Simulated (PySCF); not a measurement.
The geometry has Oh symmetry (within 0.05 Å) and had no frequency check at the DFT level, so a distortion to lower symmetry isn't ruled out.

Excitations are Tamm–Dancoff values on a coarser integration grid. The basis has no diffuse functions, so Rydberg states are missing or too high.

Z-matrix (Å, degrees):
```
Si
H 1 1.4934
Si 1 2.4006 2 125.26
H 3 1.4934 1 125.27 2 0.00
Si 1 2.4006 2 125.26 3 119.99
H 5 1.4934 1 125.27 2 0.00
Si 5 2.4006 6 125.27 1 -119.98
H 7 1.4934 5 125.26 6 0.00
Si 7 2.4006 8 125.27 5 119.99
H 9 1.4934 7 125.27 8 0.00
Si 9 2.4006 10 125.27 7 -119.99
H 11 1.4934 9 125.27 10 0.00
Si 7 2.4006 8 125.25 5 -120.01
H 13 1.4934 7 125.27 8 0.00
Si 9 2.4006 10 125.25 11 -120.01
H 15 1.4934 9 125.27 10 0.00
```
Charge 0, multiplicity 1.

Problem. What HOMO, S1 excitation (TDA), total energy, HOMO–LUMO gap and LUMO does PBE0-D3(BJ)/def2-SVP // B3LYP-D3(BJ)/def2-SVP run with PySCF give?

Solution. 
The HOMO comes out as -6.38 eV, the S1 excitation (TDA) is 3.45 eV and the total energy comes out as -63106.15 eV. The HOMO–LUMO gap is 4.50 eV and the LUMO is -1.88 eV.
